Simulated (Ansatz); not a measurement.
System: sum formula AlNH2Cl2, charge 0, multiplicity 1. SMILES: [NH2][Al]([Cl])[Cl]
Coordinates optimised at B3LYP-D3(BJ)/def2-TZVP (Ansatz, a first-principles code):
```xyz
6

N     -2.0698    -0.2339     0.0098
Al    -0.3309    -0.0374     0.0016
Cl     0.5045     1.8721    -0.1477
Cl     0.9109    -1.7122     0.1410
H     -2.7288     0.5255    -0.0538
H     -2.5421    -1.1211     0.0789
```
Charge 0, spin multiplicity 1.

Quantity: atomisation energy (electronic, to ground-state atoms), in kcal/mol. Correlated levels leave the core frozen unless marked. Open shells are spin-unrestricted. No spin-orbit coupling. No relativistic terms. The coupled-cluster limit lacks core correlation, which all-electron functionals hold. Basis-set limits of correlation are two-point, X^-3; Hartree-Fock from the larger set (for Q and 5 zeta extrapolated as (X+1)exp(-9√X)).

| level | program | atomisation energy (kcal/mol) |
|---|---|---|
| HF/6-31G | Ansatz | 289.2 |
| HF/cc-pV(T+d)Z | Ansatz | 351.5 |
| BLYP-D4/def2-TZVPD | Ansatz + dftd4 | 479.6 |
| r2SCAN-D4/def2-TZVPD | Ansatz + dftd4 | 487.4 |

Q: Predict the CCSD(T)/CBS(cc-pV(Q+d)Z,cc-pV(5+d)Z) result (Ansatz).

A: 489.6 kcal/mol
